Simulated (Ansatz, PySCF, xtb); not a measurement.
Energy difference R1 + R2 → P1 + P2, each structure at its B3LYP-D3(BJ)/def2-TZVP stationary point, reached from a drawn start (curvature not checked).
R1, C2H6Zn (SMILES [CH3][Zn][CH3]) (charge 0, multiplicity 1):
| atom | x (Å) | y (Å) | z (Å) |
|---|---|---|---|
| C | 1.9543 | -0.0866 | 0.0378 |
| Zn | 0.0002 | 0.0024 | -0.0042 |
| C | -1.9543 | 0.0873 | -0.0390 |
| H | 2.3387 | -0.6600 | -0.8086 |
| H | 2.3933 | 0.9126 | -0.0056 |
| H | 2.3016 | -0.5670 | 0.9551 |
| H | -2.3788 | -0.3658 | 0.8595 |
| H | -2.3542 | -0.4446 | -0.9051 |
| H | -2.3008 | 1.1218 | -0.0900 |
P1, CH4 (SMILES C) (charge 0, multiplicity 1):
```tsv
atom	x (Å)	y (Å)	z (Å)
C	0.0000	0.0000	0.0000
H	-0.7115	-0.2840	-0.7743
H	0.1159	1.0830	0.0070
H	-0.3673	-0.3321	0.9701
H	0.9629	-0.4669	-0.2029
```
R2: HCl (SMILES Cl), charge 0, multiplicity 1.
P2, CH3ClZn (SMILES [CH3][Zn][Cl]) (charge 0, multiplicity 1):
```xyz
6

C     -0.801     0.141     0.007
Zn     1.108    -0.195    -0.010
Cl     3.201    -0.563    -0.029
H     -1.148     0.274     1.032
H     -1.333    -0.700    -0.439
H     -1.027     1.043    -0.561
```

| level | reaction energy (eV) |
|---|---|
| GFN1-xTB | -2.386 |
| HF/def2-TZVPP | -2.100 |
| HF/def2-QZVPP | -2.117 |
| PBE/def2-TZVPP | -1.668 |
| PBE-D3(BJ)/def2-TZVPP | -1.661 |
| BLYP/def2-TZVPP | -1.722 |
| revPBE/def2-TZVPP | -1.687 |
| revPBE-D3(BJ)/def2-TZVPP | -1.666 |
| r2SCAN-D3(BJ)/def2-TZVPP | -1.777 |
| B97M-V/def2-TZVPP | -1.814 |
| B3LYP-D3(BJ)/def2-TZVPP | -1.773 |
| BHLYP/def2-TZVPP | -1.898 |
| CAM-B3LYP/def2-TZVPP | -1.778 |
| CAM-B3LYP-D3(BJ)/def2-TZVPP | -1.774 |
| B2PLYP-D3(BJ)/def2-TZVPP | -1.769 |
| B2PLYP-D4/def2-TZVPP | -1.767 |
| CCSD/def2-TZVPP | -1.744 |
| CCSD(T)/def2-SVP | -1.691 |
| CCSD(T)/def2-QZVPP | -1.763 |
| CCSD(T)/CBS(def2-TZVPP, def2-QZVPP) | -1.795 |

P less R. No zero-point or thermal terms; no spin–orbit coupling.

Frozen-core correlation throughout. CBS: X⁻³ extrapolation of the correlation energy, Hartree–Fock from the larger set.

Programs: Ansatz (Gaussian basis) for Hartree–Fock, density functionals and correlated methods; PySCF for the D3/D4 terms; xtb for the GFN methods. All values are computed, each at the level named.

Ansatz is a first-principles code.
